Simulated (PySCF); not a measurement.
SCF from a fresh guess for singlet FPtN, at the PBE0 minimum. PySCF input:

```python
from pyscf import gto, scf, dft
mol = gto.M(atom='''
Pt     0.000000    -0.000000    -0.053616
N      0.000000    -0.000000    -1.698850
F     -0.000000     0.000000     1.798223''',
    basis={'Pt': 'def2-TZVP', 'N': 'def2-TZVP', 'F': 'def2-TZVP'},
    ecp={'Pt': 'def2-TZVP'},
    charge=0, spin=0)
mf = dft.RKS(mol, xc='PBE0')
mf.grids.atom_grid = (50, 194)
aux = {'Pt': 'def2-universal-JKFIT', 'N': 'def2-universal-JKFIT', 'F': 'def2-universal-JKFIT'}
mf = mf.density_fit(auxbasis=aux)
mf.conv_tol = 1e-08
mf.diis_space = 10
mf.max_cycle = 60
mf.init_guess = 'minao'
mf.verbose = 4
mf.kernel()
```

Excerpt of the output (cycles and frontier levels):

```
init E= -258.516084718455
  HOMO = -0.579727317162956  LUMO = -0.523119440158277  gap/eV = 1.54038
cycle= 1 E= -273.129533655012  delta_E= -14.6  |g|= 1.71  |ddm|= 8.38
  HOMO = -0.0334492675673963  LUMO = 0.0174844947798636  gap/eV = 1.38598
cycle= 2 E= -268.883700398773  delta_E= 4.25  |g|= 4.68  |ddm|= 4.12
  HOMO = -0.253873898937734  LUMO = -0.133556358319079  gap/eV = 3.27401
cycle= 3 E= -273.661403601838  delta_E= -4.78  |g|= 0.741  |ddm|= 2.91
  HOMO = -0.325153703684322  LUMO = -0.190172344974313  gap/eV = 3.67303
cycle= 4 E= -273.661660673101  delta_E= -0.000257  |g|= 0.747  |ddm|= 0.772
  HOMO = -0.302437887656755  LUMO = -0.171647579226153  gap/eV = 3.55899
cycle= 5 E= -273.75225456057  delta_E= -0.0906  |g|= 0.195  |ddm|= 0.362
  HOMO = -0.299401003878188  LUMO = -0.162080199915729  gap/eV = 3.73669
cycle= 6 E= -273.758601608365  delta_E= -0.00635  |g|= 0.0682  |ddm|= 0.075
  HOMO = -0.304896378863972  LUMO = -0.168335383916477  gap/eV = 3.71601
cycle= 7 E= -273.759306076152  delta_E= -0.000704  |g|= 0.0211  |ddm|= 0.04
  HOMO = -0.304946332584692  LUMO = -0.168296057317858  gap/eV = 3.71844
cycle= 8 E= -273.759391974426  delta_E= -8.59e-05  |g|= 0.00267  |ddm|= 0.0112
  HOMO = -0.304929578491034  LUMO = -0.168183608455296  gap/eV = 3.72105
cycle= 9 E= -273.759393092334  delta_E= -1.12e-06  |g|= 0.0012  |ddm|= 0.00196
  HOMO = -0.304957592843504  LUMO = -0.168234360664341  gap/eV = 3.72043
cycle= 10 E= -273.75939338114  delta_E= -2.89e-07  |g|= 9.99e-05  |ddm|= 0.000603
  HOMO = -0.304957647964621  LUMO = -0.168236681652116  gap/eV = 3.72037
cycle= 11 E= -273.759393383132  delta_E= -1.99e-09  |g|= 1e-05  |ddm|= 7.05e-05
  HOMO = -0.304957364697511  LUMO = -0.168237405183319  gap/eV = 3.72034
Extra cycle  E= -273.759393382966  delta_E= 1.66e-10  |g|= 3.15e-05  |ddm|= 2.23e-05
converged SCF energy = -273.759393382966
```

No lower solution of this spin was found by a stability analysis within the restricted form, which does not test spin polarisation.

Stability towards spin polarisation was not tested. No spin–orbit coupling is included, which matters more the heavier the element.

The search for the lowest solution, with the stability check, took 4.6 s on 2 threads of a shared Intel Xeon Platinum 8488C (Sapphire Rapids) host, with 102 basis functions; the process peaked at 0.33 GiB. Launch command: `OMP_NUM_THREADS=2 python axn.py task.json out`.
